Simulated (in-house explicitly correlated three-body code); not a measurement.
Computed with an exponentially correlated three-body code. Model: two electrons around a point charge, non-relativistic, variational in 260 exponentially correlated functions (energies converged to about 1e-7 hartree, or 1e-8 relative for large Z).

Command:
```bash
python run_hyl.py task.json out
```
Settings (lengths in bohr, energies in hartree):
```
Z                      1.25
screening              0.375
interaction_strength   1
functions              260
states_tried           13
```

Time taken, with all properties: 30 s on 1 thread of Intel(R) Xeon(R) 6975P-C (Granite Rapids), with other jobs on the host.

**Those bound S and P states to n = 4 that converged, binding against the one-electron ion.**

Given: nuclear charge 1.25; Yukawa screening of all interactions 0.375 1/bohr.

Computed: one-electron threshold -0.402560291 hartree.

| term | energy (hartree) | binding (eV) |
| --- | --- | --- |
| 1 1S | -0.474846995 | 1.967 |

**Converged states only, values per electron or pair (inverse distances are <exp(-kr)/r>).**

| term | mean r (bohr) | mean r squared (bohr²) | mean inverse r (1/bohr) | mean r12 (bohr) | mean inverse r12 (1/bohr) | mean cosine | mean p1 dot p2 (bohr⁻²) | delta r1 (bohr⁻³) | delta r12 (bohr⁻³) |
| --- | --- | --- | --- | --- | --- | --- | --- | --- | --- |
| 1 1S | 1.9656 | 5.8732 | 0.60924 | 3.1068 | 0.20918 | -0.078016 | 0.044708 | 0.32743 | 0.009049 |
